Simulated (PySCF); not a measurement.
# MP2, SCS-MP2 and SOS-MP2 from spin components

System: CH5AlO3 (SMILES C[O][Al]([OH])[OH]), singlet, at a GFN2-xTB geometry (such geometries of metal compounds can be far from the true shape). Level: MP2/def2-SVP (PySCF). Sums are taken with unrounded values, so a last digit can differ.

PySCF was given this input:
```python
from pyscf import gto, scf, mp

mol = gto.Mole()
mol.atom = '''
    Al    0.118548    0.421614    0.301775
    O     1.182628    1.667307    0.039343
    H     1.779795    1.894641   -0.660055
    O    -0.789463    0.350649    1.686726
    H    -0.895515    0.873208    2.469759
    O    -0.009765   -0.751763   -0.864037
    C    -0.562749   -1.936446   -1.356502
    H    -1.055628   -1.734775   -2.311776
    H     0.234342   -2.668583   -1.513886
    H    -1.294820   -2.356331   -0.664356
'''
mol.basis = 'def2-svp'
mol.charge = 0
mol.spin = 0
mol.verbose = 4
mol.max_memory = 1800
mol.build()

mf = scf.RHF(mol)
mf.kernel()

pt = mp.MP2(mf, frozen=9)
pt.kernel()
print('E(MP2) = %.10f' % pt.e_tot)
```

It gave an SCF energy of -507.161376 Eh, a same-spin correlation energy of -0.192526 Eh and an opposite-spin one of -0.562210 Eh.

**Question.** Work out the MP2, SCS-MP2 (6/5 and 1/3) and SOS-MP2 (1.3 and 0) correlation and total energies.

**Answer.** MP2: -0.562210 + (-0.192526) = -0.754736 Eh, total -507.916112 Eh, as the program printed. SCS-MP2: 1.2 × (-0.562210) + (-0.192526)/3 = -0.738828 Eh, total -507.900203 Eh. SOS-MP2: 1.3 × (-0.562210) = -0.730873 Eh, total -507.892249 Eh. Opposite spins carry 74 % of the MP2 correlation; same-spin pairs are already kept apart by exchange.
